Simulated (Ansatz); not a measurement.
```yaml
crystal:
  periodic: [false, false, false]
  atoms:
    - {symbol: Be, position_ang: [1.294174, 1.150239, -0.918078]}
    - {symbol: Be, position_ang: [0.906310, -0.768830, 0.719013]}
    - {symbol: Be, position_ang: [-0.746200, 0.261457, -1.007359]}
    - {symbol: Be, position_ang: [0.276230, 1.314771, 0.988905]}
    - {symbol: Be, position_ang: [-1.391775, -1.141700, 0.596108]}
    - {symbol: Se, position_ang: [-2.711238, 0.367995, -0.097223]}
    - {symbol: Se, position_ang: [2.484937, 0.709415, 0.763309]}
    - {symbol: Se, position_ang: [0.018299, -2.154471, -0.700150]}
    - {symbol: Se, position_ang: [0.465845, 0.400711, -2.738246]}
    - {symbol: Se, position_ang: [-0.596591, -0.139568, 2.393712]}
basis:
  gaussian: {orbitals: def2-TZVP, initial_orbitals: start.molden}
magnetization: {spin_polarized: true, initial_magnetization: 4}
hamiltonian: {xc: hse06, dispersion: d4}
scf: {omitted_lower_state_checks: [starts]}
output: {orbitals: {seedname: orbitals}}
```

The file start.molden holds the orbitals of an earlier run on this structure, at another level or in another basis.

```sh
$ ansatz run in.yaml --threads 4 --pin off --events-out ev --progress --plain --max-ram 6963MiB
```

Task: Does this run fit into the memory that it is given?

Result: No. It has 335 basis functions, and Ansatz plans for 7.46 GiB where 6.79 GiB are given.
